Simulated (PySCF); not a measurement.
**Vibration and rotation of AlBi⁺**

UHF-CCSD(T) constants of AlBi⁺, ⁴Σ⁻ (quartet), unpaired electrons σ ↑, π ↑↑ (Al cc-pV(D+d)Z, Bi cc-pVDZ-PP with ECP60; scalar-relativistic core potentials (PySCF 2.14); masses 26.9815 and 208.9804 u):

| Item | Value |
| --- | --- |
| ωe | 142.3 cm⁻¹ |
| ωexe | 1.18 cm⁻¹ |
| Be | 0.077438 cm⁻¹ |
| αe | 0.000788 cm⁻¹ |

Question: What force constant and bond length do these constants imply?

Answer: Reduced mass μred = 23.896 u; k = 5.8918×10⁻⁷·μred·ωe² (u, cm⁻¹, mdyn/Å) = 0.285 mdyn/Å; Re = √(16.8576/(μred·Be)) (u, cm⁻¹, Å) = 3.018 Å.

Question: Estimate the centrifugal constant D from the Kratzer relation and find the Dunham coefficient a1.

Answer: D = 4Be³/ωe² = 9.17e-08 cm⁻¹; a1 = −1 − αeωe/(6Be²) = -4.12.

Correlated steps freeze 9 core orbitals. These are scalar-relativistic numbers at best; spin–orbit coupling would shift them, the dissociation energy most. The state was picked by a PBE0 search and need not be the measured ground state.
